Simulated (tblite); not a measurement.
Compound: C6H8ClO (doublet state).
Structure used (GFN2-xTB), in Å, numbered top down from 1:
```xyz
16
C6H8ClO angstrom
O     -0.548   -1.326   -1.612
C     -0.489   -1.200   -0.311
C     -1.513   -0.166    0.273
C     -0.957    1.212    0.135
C      0.317    1.492   -0.098
C      1.351    0.438   -0.305
Cl     2.897    0.943    0.453
C      0.910   -0.902    0.273
H     -0.824   -2.171    0.133
H     -1.708   -0.393    1.323
H     -2.451   -0.242   -0.279
H     -1.682    2.011    0.216
H      0.655    2.513   -0.186
H      1.560    0.323   -1.375
H      0.858   -0.844    1.361
H      1.617   -1.680   -0.014
```

Computed geometry: GFN2-xTB, gas phase. This method treats the open shell by occupation alone, without spin polarisation.

Masses are those of the commonest isotopes; rigid-rotor values at the optimised geometry. The values belong to one conformer with, in the numbering `[O:1][C@@H:2]1[CH2:3][CH:4]=[CH:5][C@@H:6]([Cl:7])[CH2:8]1`, O1–C2–C3–C4 -82°, C2–C3–C4–C5 -17°, C4–C5–C6–Cl7 -143°, C5–C6–C8–C2 52°.

Question: What are A, B and C (MHz)?

Answer: Ia = 155.41, Ib = 422.96, Ic = 505.44 u·Å²; 505379 MHz·u·Å²/I gives A = 3252, B = 1195, C = 999.9 MHz.

Question: Classify the top.

Answer: An asymmetric top; Ray's κ = -0.827.

Question: Is it planar, by Δ = Ic − Ia − Ib?

Answer: Not planar: Δ = Ic − Ia − Ib = -72.93 u·Å². For a rigid frame Δ = −2 Σ m c², so Σ m c² = 36.46 u·Å² lies off the ab plane: 9.92 from hydrogen and 26.54 from heavier atoms. The atom farthest from that plane is 1.67 Å away.

Question: Give the other two planar moments, Paa and Pbb, and the rms extents of the mass along the axes.

Answer: Paa = Σ m a² = (Ib + Ic − Ia)/2 = 386.49 and Pbb = Σ m b² = (Ia + Ic − Ib)/2 = 118.95 u·Å². With the mass M = 131.03 u, the rms extents √(P/M) along a, b and c are 1.72, 0.95, 0.53 Å.

Question: Estimate the classical rotational partition function at 50 K, 100 K and 298.15 K.

Answer: Point group C1, symmetry number σ = 1; q = (√π/σ)·√((kT/h)³/(ABC)), k/h = 20836.6 MHz/K: 30200 at 50 K, 85500 at 100 K, 440000 at 298.15 K.

For this open shell read J as N, the rotation without spin; fine and hyperfine splittings come on top. Its GFN2-xTB frequencies are all real (lowest 73 cm⁻¹). Constants of a rigid frame at the computed geometry: no zero-point averaging, no centrifugal distortion.

Hardware: an Arm Neoverse V1 with one thread, no GPU (shared host). Cost: 0.46 s. This is the geometry optimisation.
